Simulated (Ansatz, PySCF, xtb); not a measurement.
Complex: HF (SMILES F) (first 2 atoms) with HCl (SMILES Cl); geometry from B3LYP-D3(BJ)/def2-TZVP, rigid monomers moved along the line of their centres of mass till H2···Cl3 is 4.12 Å.
(charge 0, multiplicity 1):
```xyz
4

F     -0.012    -0.084    -0.139
H      0.154     0.134     0.751
Cl    -0.058     0.796     4.812
H     -1.272     0.379     4.793
```

Counterpoise-corrected where a basis set is named; no monomer relaxation. Rows marked so take none.

Frozen-core correlation. CBS: X⁻³ extrapolation of the correlation energy, Hartree–Fock from the larger set. Rows in 6-31G* carry no dispersion term and start afresh at each structure (6-31G* with six Cartesian d functions). MP2/6-31G* freezes PySCF's default core.

The values were computed with Ansatz (Gaussian orbitals); PySCF for 6-31G* rows, the dispersion terms; xtb for the GFN methods. 

```csv
level,interaction energy (kcal/mol)
GFN1-xTB,-0.14
PBE-D3(BJ)/def2-TZVPPD,-0.60
PBE-D4/def2-TZVPPD,-0.59
r2SCAN-D3(BJ)/def2-TZVPPD,-0.56
B3LYP/def2-TZVPPD,___
MP2/6-31G* (no counterpoise),-0.56
SCS-MP2/aug-cc-pV(D+d)Z,-0.53
SCS-MP2/aug-cc-pV(Q+d)Z,-0.52
"CCSD(T)/CBS(aug-cc-pV(T+d)Z, aug-cc-pV(Q+d)Z)",-0.54
```

Q: What belongs in the gaps?

A: 
- B3LYP/def2-TZVPPD, interaction energy (kcal/mol): -0.43

Ansatz is a first-principles code.
